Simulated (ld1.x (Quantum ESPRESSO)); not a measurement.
## Ranking TM semilocal potentials for Ta

All share these settings but for the change named:

```json
{
 "Element": "tantalum",
 "Generator": "ld1.x (Quantum ESPRESSO) 7.5",
 "Type": "norm-conserving Troullier–Martins (semilocal form)",
 "Functional": "PBE",
 "Relativity": "scalar-relativistic",
 "Frozen core": "[Xe] 4f14",
 "Valence charge": "5",
 "Reference configuration": "5d3 6s1 6p0 (charge +1)",
 "Partial waves": "6s (bound): rc 2.15 bohr; 6p (bound, empty): rc 3.05 bohr; 5d (bound): rc 2.50 bohr; 5f channel at 0.45 Ry: rc 2.85 bohr",
 "Local potential": "the f channel",
 "Core correction": "Bessel-smoothed model core inside 1.65 bohr"
}
```

Cutoff: the first of the cutoffs (Ry, on a coarse ladder) from which the occupation-weighted sum of valence levels, in a spherical-Bessel basis at the reference potential, stays within 10 and 1 mRy of its value at 400 Ry; the density cutoff is not measured.

The base gives 25 Ry.

Of 7 variants that were run, those that failed, showed a ghost or another fault, or gave nearly equal values are left out.

(1) Rank these variants from softest to hardest (loose cutoff).
A. all radii but the core radius scaled by about 1.28 (s 2.76, p 3.92, d 3.20, f 3.66 bohr)
B. all radii but the core radius scaled by about 1.20 (s 2.58, p 3.66, d 3.00, f 3.42 bohr)
C. all radii but the core radius scaled by about 0.93 (s 2.00, p 2.82, d 2.32, f 2.64 bohr)

Results:

(1) A (18 Ry), B (21 Ry), C (30 Ry).
